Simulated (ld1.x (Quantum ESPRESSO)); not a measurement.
## Scattering properties, TM potential for cerium

| Quantity | Value |
| --- | --- |
| Element | Ce |
| Generator | ld1.x (Quantum ESPRESSO) 7.5 |
| Type | norm-conserving Troullier–Martins (Kleinman–Bylander form) |
| Functional | LDA (PZ) |
| Relativity | scalar-relativistic |
| Frozen core | [Kr] 4d10 4f1 |
| Valence charge | 11 |
| Reference configuration | 5s2 5p6 5d1 6s2 6p0 |
| Partial waves | 5p (bound): rc 2.22 bohr; 5d (bound): rc 2.18 bohr; 5s (bound): rc 1.46 bohr |
| Local potential | the s channel |
| Core correction | Bessel-smoothed model core, default radius (core density twice the valence density) |

Occupied shells without a wave of their own: 6s. They enter only through the test configuration that unscreens the potential, and ld1.x also counts them in the model core charge.

The phase is arctan(r·u′/u) with u = r·R(r), unwrapped; energies in Ry, scanned from -5 to 5 Ry. A pole is an energy at which the radial function vanishes at the test radius. The pseudo phase is shifted by a multiple of π to meet the all-electron one at the reference energy, and phase errors are pseudo minus all-electron; the curves can meet again beyond the range given. Levels narrower than the energy grid can be missing from the lists of poles.

Question: For each channel, where are the poles, and over which energies does the pseudopotential scatter like the atom?

Answer:

```tsv
channel	radius (bohr)	reference energy (Ry)	poles, all-electron	poles, pseudo	unbroken range about the reference energy with phases within 0.05 rad	phase error 1 Ry above the reference energy (rad)
s	2.39	-2.99	-2.47	-2.47	below 1.0	-0.001
p	2.39	-1.71	-0.77	-0.78	below 2.2	-0.002
d	2.39	-0.23	1.94	1.89	below 4.5	-0.003
```

ld1.x takes every shell without a wave as core, so the model core holds the 6s electrons as well and exchange and correlation see them twice. This cancels in the reference configuration, but the file is broken for other ones, and its errors say nothing about a proper core correction.

Phases in the s channel:

```
E (Ry)  all-electron  pseudo
 -5.00         1.293   1.293
 -4.48         1.234   1.234
 -3.96         1.096   1.095
 -3.44         0.328   0.325
 -2.92        -1.341  -1.341
 -2.40        -1.588  -1.589
 -1.88        -1.679  -1.680
 -1.36        -1.737  -1.739
 -0.84        -1.790  -1.793
 -0.32        -1.848  -1.855
  0.20        -1.926  -1.939
  0.72        -2.047  -2.076
  1.24        -2.272  -2.350
  1.76        -2.772  -2.985
  2.28        -3.593  -3.820
  2.80        -4.117  -4.237
  3.32        -4.351  -4.423
  3.84        -4.473  -4.523
  4.36        -4.547  -4.587
  4.88        -4.597  -4.633
```
